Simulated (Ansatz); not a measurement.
The cluster Cu12Pd⁺. Total charge 1; doublet. Geometry PBE-D4/def2-SVP; atoms count from 1.

```xyz
13

Pd    1.620   -1.293   -0.320
Cu   -0.419   -1.852    1.130
Cu   -3.331    1.112    1.388
Cu    0.984   -1.085   -2.757
Cu   -2.657   -1.017    0.491
Cu    0.608    0.850   -1.301
Cu    2.505    1.099    0.202
Cu   -1.641    1.045   -0.366
Cu    0.260    1.935    0.844
Cu    2.931    0.124   -1.956
Cu    1.171   -0.099    1.861
Cu   -0.844   -1.119   -1.139
Cu   -1.187    0.300    1.925
```

In the def2 sets Pd takes a core potential; there is no spin–orbit coupling. Single mean-field runs in def2-TZVP are fitted with def2-universal-jkfit. Another isomer (doublet) lies 0.58 eV lower at PBE0-D4/def2-TZVP; other spin states weren't run for this one.

(1) Estimate the Mulliken populations from the PBE0/def2-TZVP orbitals of Ansatz.

(2) Where does the spin sit?

(3) And the Mayer bond orders between heavy atoms (over 0.3)?

Answers

(1) 
```json
{"atom": "Pd1", "charge (e)": "0.57", "spin (α − β)": "0.07", "d electrons": "9.30"}
{"atom": "Cu2", "charge (e)": "-0.02", "spin (α − β)": "0.01", "d electrons": "9.84"}
{"atom": "Cu3", "charge (e)": "0.15", "spin (α − β)": "0.02", "d electrons": "9.88"}
{"atom": "Cu4", "charge (e)": "0.12", "spin (α − β)": "0.18", "d electrons": "9.87"}
{"atom": "Cu5", "charge (e)": "0.13", "spin (α − β)": "0.17", "d electrons": "9.83"}
{"atom": "Cu6", "charge (e)": "0.02", "spin (α − β)": "0.02", "d electrons": "9.76"}
{"atom": "Cu7", "charge (e)": "-0.05", "spin (α − β)": "0.19", "d electrons": "9.84"}
{"atom": "Cu8", "charge (e)": "0.04", "spin (α − β)": "0.03", "d electrons": "9.80"}
{"atom": "Cu9", "charge (e)": "0.04", "spin (α − β)": "0.04", "d electrons": "9.83"}
{"atom": "Cu10", "charge (e)": "0.10", "spin (α − β)": "0.01", "d electrons": "9.87"}
{"atom": "Cu11", "charge (e)": "-0.01", "spin (α − β)": "0.02", "d electrons": "9.84"}
{"atom": "Cu12", "charge (e)": "-0.14", "spin (α − β)": "0.03", "d electrons": "9.79"}
{"atom": "Cu13", "charge (e)": "0.05", "spin (α − β)": "0.21", "d electrons": "9.79"}
```
Mulliken values depend strongly on the basis.

(2) Summed by element: Pd 0.07, Cu 0.93, of 1 unpaired in all. Largest on single atoms: Cu13 0.21, Cu7 0.19, Cu4 0.18.

(3) Cu2–Cu5 0.30 (2.47 Å); Cu2–Cu11 0.40 (2.48 Å); Cu2–Cu12 0.39 (2.42 Å); Cu2–Cu13 0.33 (2.42 Å); Cu3–Cu5 0.36 (2.41 Å); Cu3–Cu8 0.32 (2.44 Å); Cu3–Cu13 0.43 (2.35 Å); Cu4–Cu6 0.34 (2.45 Å); Cu4–Cu10 0.36 (2.43 Å); Cu4–Cu12 0.33 (2.44 Å); Cu6–Cu7 0.33 (2.43 Å); Cu6–Cu8 0.31 (2.44 Å); Cu6–Cu9 0.34 (2.43 Å); Cu6–Cu12 0.35 (2.45 Å); Cu7–Cu9 0.31 (2.48 Å); Cu7–Cu10 0.41 (2.41 Å); Cu7–Cu11 0.35 (2.44 Å); Cu8–Cu9 0.35 (2.42 Å); Cu8–Cu12 0.35 (2.43 Å); Cu9–Cu11 0.32 (2.45 Å); Cu11–Cu13 0.36 (2.39 Å).
